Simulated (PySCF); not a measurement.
C2H9F2NSi2.
Numbering: `[CH3:1][C:2]([F:3])([F:4])[SiH2:5][SiH2:6][NH2:7]` (hydrogens: H8, H9, H10 on C1; H11, H12 on Si5; H13, H14 on Si6; H15, H16 on N7)

Structure used (GFN2-xTB), in Å, numbered top down from 1:
```xyz
16
C2H9F2NSi2 angstrom
C     -2.7751    0.6174    0.1544
C     -1.5212   -0.2214    0.2566
F     -1.6053   -1.2655   -0.6434
F     -1.5030   -0.8522    1.4847
Si     0.1843    0.6688    0.0006
Si     1.8185   -0.9516    0.1936
N      3.2917   -0.0691    0.0140
H     -3.6578   -0.0007    0.3116
H     -2.7439    1.3984    0.9080
H     -2.8230    1.0682   -0.8322
H      0.1412    1.7408    1.0103
H      0.0048    1.3494   -1.2894
H      1.7103   -1.7156    1.4515
H      1.8598   -1.9185   -0.9070
H      4.1507   -0.5842   -0.0903
H      3.4605    0.7445    0.5828
```

The calculation used TDDFT CAM-B3LYP/def2-SVPD, vertical, gas phase, core orbitals frozen in the response in PySCF 2.14.0, density-fitted response routines.

Transition dipole moments from the ground state, in atomic units and in the frame of the coordinates above (overall signs are arbitrary), for the states with f of 0.002 or more among the lowest 7:

```csv
state,E (hartree),μx,μy,μz
S1,0.2123,0.021,0.036,0.166
S2,0.2551,-0.044,0.088,-0.200
S3,0.2581,0.137,0.578,-0.169
S4,0.2703,0.408,0.044,0.102
S5,0.2739,0.405,-0.349,-0.032
S6,0.2816,0.105,-0.210,0.060
S7,0.2855,-0.329,0.331,-0.325
```

**Question.** What oscillator strength does each state have?

**Answer.** f = (2/3) ΔE |μ|² with ΔE in hartree (27.2114 eV).

```csv
state,|μ|² (au),|μ| (D),f
S1,0.029,0.43,0.004
S2,0.050,0.57,0.008
S3,0.382,1.57,0.066
S4,0.179,1.07,0.032
S5,0.287,1.36,0.052
S6,0.059,0.62,0.011
S7,0.324,1.45,0.062
```

**Question.** What angle do the transition dipoles of S4 and S6 make?

**Answer.** |cos θ| = |μa·μb| / (|μa| |μb|) = 0.39, so θ ≈ 67° (taken between 0 and 90°, since the signs are arbitrary).

**Question.** How is the summed strength of these states shared among x, y and z?

**Answer.** (2/3) Σ ΔE μα² gives 0.086 for x, 0.111 for y and 0.039 for z, 0.235 in all.

**Question.** What peak molar absorption coefficient would the strongest computed level give as a lone Gaussian band 0.4 eV wide at half height?

**Answer.** ε(max) = 2.175×10⁸ f / FWHM, with the width in cm⁻¹. S3: 2.175×10⁸ × 0.0657 / 3226 ≈ 4400 L mol⁻¹ cm⁻¹.

On Arm Neoverse V2, one thread, no GPU, shared host with 192 logical CPUs at a one-minute load of 102, this took 60 s wall and 1.0 GiB of memory at its peak.

One conformer stands for the species.
